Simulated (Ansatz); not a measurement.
Geometry optimisation of ZrAl₆⁺.

```yaml
crystal:
  periodic: [false, false, false]
  atoms:
    - {symbol: Zr, position_ang: [0.099770, -1.253690, -2.914070]}
    - {symbol: Al, position_ang: [1.535030, -1.434510, -0.366920]}
    - {symbol: Al, position_ang: [-1.712600, 0.974970, 1.022700]}
    - {symbol: Al, position_ang: [-1.135040, -1.387050, -0.136690]}
    - {symbol: Al, position_ang: [0.264640, 0.936160, -0.801530]}
    - {symbol: Al, position_ang: [0.498950, 2.423070, 1.440680]}
    - {symbol: Al, position_ang: [0.449250, -0.258950, 1.755830]}
basis:
  gaussian: {orbitals: def2-SVP}
total_charge: 1
magnetization: {spin_polarized: true, initial_magnetization: 1}
hamiltonian: {xc: {name: B3LYP}, dispersion: d4}
scf: {lower_state_search: "off"}
output: {orbitals: {seedname: orbitals}}
relax: {f_tol: 0.02, max_steps: 100}
```

```sh
$ ansatz run in.yaml --threads 4 --pin off --events-out ev --progress --plain --max-ram 4787MiB
```

Output, abridged:

```
Functional definition: B3LYP
mean field -40842.47578247 eV, -1500.9333009815 hartree, gradient 2.5e-6 eV, S^2 2.147336; 0 other end points of the search recorded, 0 dependent functions left out
relax step   1: F+E_penalty+E_count = -40843.18227841 eV  Δ(F+E_penalty+E_count) = +0.000e0 eV  max|allowed force component| = 1.941e0 eV/Å  Δτ_max = 0.0000 Å  (118 SCF iters, accepted)
mean field -40843.12225816 eV, -1500.9570585249 hartree, gradient 2.7e-6 eV, S^2 1.728948; 0 other end points of the search recorded, 0 dependent functions left out
relax step   2: F+E_penalty+E_count = -40843.81686685 eV  Δ(F+E_penalty+E_count) = -6.346e-1 eV  max|allowed force component| = 1.142e0 eV/Å  Δτ_max = 0.1949 Å  (59 SCF iters, accepted)
mean field -40843.34741867 eV, -1500.9653330207 hartree, gradient 2.6e-6 eV, S^2 1.171780; 0 other end points of the search recorded, 0 dependent functions left out
relax step   3: F+E_penalty+E_count = -40844.05499012 eV  Δ(F+E_penalty+E_count) = -2.381e-1 eV  max|allowed force component| = 7.553e-1 eV/Å  Δτ_max = 0.1973 Å  (64 SCF iters, accepted)
mean field -40843.40453826 eV, -1500.9674321270 hartree, gradient 1.8e-6 eV, S^2 1.157938; 0 other end points of the search recorded, 0 dependent functions left out
relax step   4: F+E_penalty+E_count = -40844.11663301 eV  Δ(F+E_penalty+E_count) = -6.164e-2 eV  max|allowed force component| = 2.603e-1 eV/Å  Δτ_max = 0.2000 Å  (60 SCF iters, accepted)
mean field -40843.43356837 eV, -1500.9684989640 hartree, gradient 2.6e-6 eV, S^2 1.153373; 0 other end points of the search recorded, 0 dependent functions left out
relax step   5: F+E_penalty+E_count = -40844.14414515 eV  Δ(F+E_penalty+E_count) = -2.751e-2 eV  max|allowed force component| = 1.257e-1 eV/Å  Δτ_max = 0.0599 Å  (51 SCF iters, accepted)
mean field -40843.43982835 eV, -1500.9687290140 hartree, gradient 6.4e-6 eV, S^2 1.088849; 0 other end points of the search recorded, 0 dependent functions left out
relax step   6: F+E_penalty+E_count = -40844.15119790 eV  Δ(F+E_penalty+E_count) = -7.053e-3 eV  max|allowed force component| = 6.709e-2 eV/Å  Δτ_max = 0.0349 Å  (50 SCF iters, accepted)
mean field -40843.53927813 eV, -1500.9723837262 hartree, gradient 2.4e-6 eV, S^2 0.859443; 0 other end points of the search recorded, 0 dependent functions left out
relax step   7: F+E_penalty+E_count = -40844.25563632 eV  Δ(F+E_penalty+E_count) = -1.044e-1 eV  max|allowed force component| = 3.197e-1 eV/Å  Δτ_max = 0.1932 Å  (76 SCF iters, accepted)
mean field -40843.67699361 eV, -1500.9774446764 hartree, gradient 2.8e-6 eV, S^2 0.821717; 0 other end points of the search recorded, 0 dependent functions left out
relax step   8: F+E_penalty+E_count = -40844.39972359 eV  Δ(F+E_penalty+E_count) = -1.441e-1 eV  max|allowed force component| = 3.862e-1 eV/Å  Δτ_max = 0.1947 Å  (50 SCF iters, accepted)
mean field -40843.81963239 eV, -1500.9826865552 hartree, gradient 2.9e-6 eV, S^2 0.810161; 0 other end points of the search recorded, 0 dependent functions left out
relax step   9: F+E_penalty+E_count = -40844.54648591 eV  Δ(F+E_penalty+E_count) = -1.468e-1 eV  max|allowed force component| = 2.363e-1 eV/Å  Δτ_max = 0.1954 Å  (54 SCF iters, accepted)
mean field -40843.89607978 eV, -1500.9854959450 hartree, gradient 1.7e-6 eV, S^2 0.796249; 0 other end points of the search recorded, 0 dependent functions left out
relax step  10: F+E_penalty+E_count = -40844.62683170 eV  Δ(F+E_penalty+E_count) = -8.035e-2 eV  max|allowed force component| = 2.711e-1 eV/Å  Δτ_max = 0.1920 Å  (74 SCF iters, accepted)
mean field -40843.91203116 eV, -1500.9860821472 hartree, gradient 2.6e-6 eV, S^2 0.799672; 0 other end points of the search recorded, 0 dependent functions left out
relax step  11: F+E_penalty+E_count = -40844.64313731 eV  Δ(F+E_penalty+E_count) = -1.631e-2 eV  max|allowed force component| = 9.048e-2 eV/Å  Δτ_max = 0.0491 Å  (53 SCF iters, accepted)
mean field -40843.91359804 eV, -1500.9861397291 hartree, gradient 2.7e-6 eV, S^2 0.797932; 0 other end points of the search recorded, 0 dependent functions left out
relax step  12: F+E_penalty+E_count = -40844.64497306 eV  Δ(F+E_penalty+E_count) = -1.836e-3 eV  max|allowed force component| = 8.159e-2 eV/Å  Δτ_max = 0.0377 Å  (47 SCF iters, accepted)
mean field -40843.91592806 eV, -1500.9862253555 hartree, gradient 2.4e-6 eV, S^2 0.800480; 0 other end points of the search recorded, 0 dependent functions left out
relax step  13: F+E_penalty+E_count = -40844.64434339 eV  Δ(F+E_penalty+E_count) = +6.297e-4 eV  max|allowed force component| = 1.678e-1 eV/Å  Δτ_max = 0.0849 Å  (46 SCF iters, rejected (line search))
mean field -40843.91811089 eV, -1500.9863055730 hartree, gradient 1.7e-6 eV, S^2 0.797766; 0 other end points of the search recorded, 0 dependent functions left out
relax step  14: F+E_penalty+E_count = -40844.64884309 eV  Δ(F+E_penalty+E_count) = -3.870e-3 eV  max|allowed force component| = 3.007e-2 eV/Å  Δτ_max = 0.0417 Å  (45 SCF iters, accepted)
mean field -40843.92404620 eV, -1500.9865236916 hartree, gradient 1.8e-6 eV, S^2 0.797753; 0 other end points of the search recorded, 0 dependent functions left out
relax step  15: F+E_penalty+E_count = -40844.65338071 eV  Δ(F+E_penalty+E_count) = -4.538e-3 eV  max|allowed force component| = 1.623e-1 eV/Å  Δτ_max = 0.0989 Å  (45 SCF iters, accepted)
mean field -40843.92974348 eV, -1500.9867330628 hartree, gradient 2.7e-6 eV, S^2 0.796959; 0 other end points of the search recorded, 0 dependent functions left out
relax step  16: F+E_penalty+E_count = -40844.65794132 eV  Δ(F+E_penalty+E_count) = -4.561e-3 eV  max|allowed force component| = 3.538e-1 eV/Å  Δτ_max = 0.1273 Å  (39 SCF iters, accepted)
mean field -40843.94242198 eV, -1500.9871989893 hartree, gradient 2.5e-6 eV, S^2 0.793079; 0 other end points of the search recorded, 0 dependent functions left out
relax step  17: F+E_penalty+E_count = -40844.67133578 eV  Δ(F+E_penalty+E_count) = -1.339e-2 eV  max|allowed force component| = 4.456e-1 eV/Å  Δτ_max = 0.1003 Å  (44 SCF iters, accepted)
mean field -40843.98701543 eV, -1500.9888377684 hartree, gradient 1.4e-6 eV, S^2 0.786053; 0 other end points of the search recorded, 0 dependent functions left out
relax step  18: F+E_penalty+E_count = -40844.72083779 eV  Δ(F+E_penalty+E_count) = -4.950e-2 eV  max|allowed force component| = 5.644e-1 eV/Å  Δτ_max = 0.1966 Å  (49 SCF iters, accepted)
mean field -40844.04781300 eV, -1500.9910720379 hartree, gradient 2.4e-6 eV, S^2 0.783074; 0 other end points of the search recorded, 0 dependent functions left out
relax step  19: F+E_penalty+E_count = -40844.78309023 eV  Δ(F+E_penalty+E_count) = -6.225e-2 eV  max|allowed force component| = 6.697e-1 eV/Å  Δτ_max = 0.1964 Å  (46 SCF iters, accepted)
mean field -40844.18731927 eV, -1500.9961987987 hartree, gradient 2.6e-6 eV, S^2 0.781251; 0 other end points of the search recorded, 0 dependent functions left out
relax step  20: F+E_penalty+E_count = -40844.91702119 eV  Δ(F+E_penalty+E_count) = -1.339e-1 eV  max|allowed force component| = 5.535e-1 eV/Å  Δτ_max = 0.1927 Å  (45 SCF iters, accepted)
mean field -40844.30926346 eV, -1501.0006801651 hartree, gradient 3.0e-6 eV, S^2 0.784871; 0 other end points of the search recorded, 0 dependent functions left out
relax step  21: F+E_penalty+E_count = -40845.04148731 eV  Δ(F+E_penalty+E_count) = -1.245e-1 eV  max|allowed force component| = 2.473e-1 eV/Å  Δτ_max = 0.1947 Å  (45 SCF iters, accepted)
mean field -40844.36727062 eV, -1501.0028118888 hartree, gradient 2.7e-6 eV, S^2 0.783891; 0 other end points of the search recorded, 0 dependent functions left out
relax step  22: F+E_penalty+E_count = -40845.10627663 eV  Δ(F+E_penalty+E_count) = -6.479e-2 eV  max|allowed force component| = 3.011e-1 eV/Å  Δτ_max = 0.1981 Å  (44 SCF iters, accepted)
mean field -40844.40818283 eV, -1501.0043153847 hartree, gradient 1.7e-6 eV, S^2 0.785029; 0 other end points of the search recorded, 0 dependent functions left out
relax step  23: F+E_penalty+E_count = -40845.14581750 eV  Δ(F+E_penalty+E_count) = -3.954e-2 eV  max|allowed force component| = 2.081e-1 eV/Å  Δτ_max = 0.1955 Å  (44 SCF iters, accepted)
mean field -40844.45797268 eV, -1501.0061451281 hartree, gradient 2.1e-6 eV, S^2 0.783711; 0 other end points of the search recorded, 0 dependent functions left out
relax step  24: F+E_penalty+E_count = -40845.19301184 eV  Δ(F+E_penalty+E_count) = -4.719e-2 eV  max|allowed force component| = 9.993e-2 eV/Å  Δτ_max = 0.2000 Å  (44 SCF iters, accepted)
mean field -40844.48223609 eV, -1501.0070367921 hartree, gradient 2.8e-6 eV, S^2 0.781647; 0 other end points of the search recorded, 0 dependent functions left out
relax step  25: F+E_penalty+E_count = -40845.21604013 eV  Δ(F+E_penalty+E_count) = -2.303e-2 eV  max|allowed force component| = 1.037e-1 eV/Å  Δτ_max = 0.1943 Å  (43 SCF iters, accepted)
mean field -40844.48880837 eV, -1501.0072783185 hartree, gradient 1.4e-6 eV, S^2 0.781832; 0 other end points of the search recorded, 0 dependent functions left out
relax step  26: F+E_penalty+E_count = -40845.22271768 eV  Δ(F+E_penalty+E_count) = -6.678e-3 eV  max|allowed force component| = 8.776e-2 eV/Å  Δτ_max = 0.1250 Å  (40 SCF iters, accepted)
mean field -40844.48884058 eV, -1501.0072795025 hartree, gradient 2.8e-6 eV, S^2 0.781396; 0 other end points of the search recorded, 0 dependent functions left out
relax step  27: F+E_penalty+E_count = -40845.22348533 eV  Δ(F+E_penalty+E_count) = -7.677e-4 eV  max|allowed force component| = 7.140e-2 eV/Å  Δτ_max = 0.0534 Å  (32 SCF iters, accepted)
mean field -40844.48815448 eV, -1501.0072542887 hartree, gradient 1.4e-6 eV, S^2 0.780224; 0 other end points of the search recorded, 0 dependent functions left out
relax step  28: F+E_penalty+E_count = -40845.22346320 eV  Δ(F+E_penalty+E_count) = +2.213e-5 eV  max|allowed force component| = 1.503e-1 eV/Å  Δτ_max = 0.0273 Å  (35 SCF iters, rejected (line search))
mean field -40844.49091843 eV, -1501.0073558621 hartree, gradient 2.6e-6 eV, S^2 0.781373; 0 other end points of the search recorded, 0 dependent functions left out
relax step  29: F+E_penalty+E_count = -40845.22549593 eV  Δ(F+E_penalty+E_count) = -2.011e-3 eV  max|allowed force component| = 1.648e-2 eV/Å  Δτ_max = 0.0136 Å  (30 SCF iters, accepted)
Total energy: -40845.22574900 eV, -1501.0343603874 hartree
Atom 0 at    -0.665482    -0.713065    -2.155055 Å, force     0.009616    -0.001781    -0.016481 eV/Å
Atom 1 at     1.683011    -0.691370    -0.674279 Å, force    -0.005932     0.006901    -0.009116 eV/Å
Atom 2 at    -1.891375     0.471940     0.033699 Å, force     0.003058     0.003489     0.013124 eV/Å
Atom 3 at    -0.412346    -1.866354     0.356755 Å, force     0.003801     0.006100     0.011350 eV/Å
Atom 4 at     0.206491     1.648417    -0.988310 Å, force     0.007028    -0.000356    -0.011550 eV/Å
Atom 5 at     1.573975     1.149553     1.209734 Å, force    -0.016162    -0.012623    -0.001142 eV/Å
Atom 6 at    -0.494274     0.000880     2.217454 Å, force    -0.001409    -0.001729     0.013814 eV/Å
Dipole moment:    -0.075975    -0.083749    -0.264777 e Å
Checks for a lower state left out: stability, starts, cluster_reference, orbital_swaps, neighbouring_geometries, increment
```

Run time 4.1 min (4 threads of Arm Neoverse V2 on a shared host), peak host memory 0.61 GiB.

In the def2 sets Zr takes a core potential; there is no spin–orbit coupling. The structure comes from a short search, and lower isomers may exist.
